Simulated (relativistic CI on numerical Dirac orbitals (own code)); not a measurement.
# Sc2+: 2p photoemission

Computed with this model: Dirac-Coulomb-Breit CI, orbitals from a KLI potential per configuration, QED by a radiative potential, multiplet model of photoemission in the sudden approximation, unscaled Slater integrals; configurations [Ar] 3d → [He] 2s2 2p5 3s2 3p6 3d; 300 K; Lorentzian 0.7 eV and Gaussian 0.6 eV FWHM. Energies are those of the free ion, without screening or charge transfer. The energies are binding energies and can lie tens of eV above those of solids. S is read from ⟨S²⟩ = S(S + 1).

Field parameters in Wybourne normalisation: Oh B⁴₀ = 21Dq, B⁴₄ = √(5/14) B⁴₀. The field is a parameter set, without covalency.

Computed curve for Oh, 10Dq = 20400 cm⁻¹, scaled to 100 at the maximum (points under 2 are left out and the grid is thinned):

```
Energy (eV)  Intensity
      423.7        2.0
      423.9        2.3
      424.1        2.5
      424.4        3.1
      424.6        3.5
      424.8        4.1
      425.0        4.8
      425.2        5.8
      425.4        7.2
      425.7       10.5
      425.9       14.3
      426.1       20.5
      426.3       30.1
      426.5       43.6
      426.8       68.0
      427.0       83.2
      427.2       94.5
      427.4       99.8
      427.6       98.7
      427.9       86.3
      428.1       72.5
      428.3       57.9
      428.5       46.3
      428.7       38.2
      428.9       31.5
      429.2       21.9
      429.4       17.1
      429.6       14.1
      429.8       12.5
      430.0       11.5
      430.3       11.2
      430.5       11.5
      430.7       12.4
      430.9       14.1
      431.1       17.1
      431.4       24.6
      431.6       32.8
      431.8       44.3
      432.0       55.7
      432.2       60.0
      432.4       54.4
      432.7       38.7
      432.9       32.2
      433.1       29.0
      433.3       25.6
      433.5       20.5
      433.8       12.3
      434.0        8.7
      434.2        6.4
      434.4        5.1
      434.6        4.2
      434.9        3.5
      435.1        3.4
      435.3        3.5
      435.5        4.0
      435.7        4.5
      435.9        4.7
      436.2        3.8
      436.4        2.9
      436.6        2.2
```

The ground state has S = 0.50, and the centroid lies at 429.26 eV.
